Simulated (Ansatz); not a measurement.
BGeH7InNOS, SMILES `OB[N]([InH2])[GeH2][SH]`, 13 atoms. The species carries charge 0 and has multiplicity 1. Correlated methods include outer-core shells of Ge, In, which these sets cover unevenly. Scalar relativity is left out up to krypton. In: def2 effective core potential. All runs use 2 threads of an AMD EPYC 7R13 on a shared host and a share of an NVIDIA H100 80 GB. Correlated methods freeze the cores. Open-shell runs search over several starts.

Task: Give the basis size and wall time and peak host memory of each of these runs in Ansatz. UKS PBE0-D4/def2-TZVPP energy of the cation; UKS ωB97X-V/def2-TZVPP energy of the cation; UKS r2SCAN-D4/def2-TZVPP energy of the cation; RKS HSE06 (plane-wave form)-D4/def2-TZVPP energy; UKS B2PLYP (frozen core)/def2-TZVPP energy of the cation; UHF-CCSD(T)/def2-TZVPP energy of the cation; RKS B97M-V/def2-TZVPP energy; RKS ωB97M-V/def2-QZVPP energy; UKS PBE-D4/def2-TZVPP energy of the cation; RHF-CCSD(T)/def2-SVP energy; RKS PBE0-D4/def2-TZVP frequencies; RKS PBE0-D4/def2-TZVP relaxation (26 steps). (Best estimate.)

Result: Ansatz gave: Other jobs shared the machine, so times are rough.

```csv
level,job,functions,wall time,peak host memory (GiB)
RKS HSE06 (plane-wave form)-D4/def2-TZVPP,energy,331,6 s,0.88
RHF-CCSD(T)/def2-SVP,energy,153,7.5 s,0.78
RKS B97M-V/def2-TZVPP,energy,331,11 s,0.96
UKS PBE0-D4/def2-TZVPP,energy of the cation,331,11 s,0.96
UKS B2PLYP (frozen core)/def2-TZVPP,energy of the cation,331,17 s,1.6
UKS PBE-D4/def2-TZVPP,energy of the cation,331,19 s,0.94
UKS r2SCAN-D4/def2-TZVPP,energy of the cation,331,20 s,1
RKS ωB97M-V/def2-QZVPP,energy,622,21 s,1.3
UKS ωB97X-V/def2-TZVPP,energy of the cation,331,27 s,1.2
RKS PBE0-D4/def2-TZVP,relaxation (26 steps),270,78 s,0.99
UHF-CCSD(T)/def2-TZVPP,energy of the cation,331,2.3 min,1.6
RKS PBE0-D4/def2-TZVP,frequencies,270,3 min,1
```
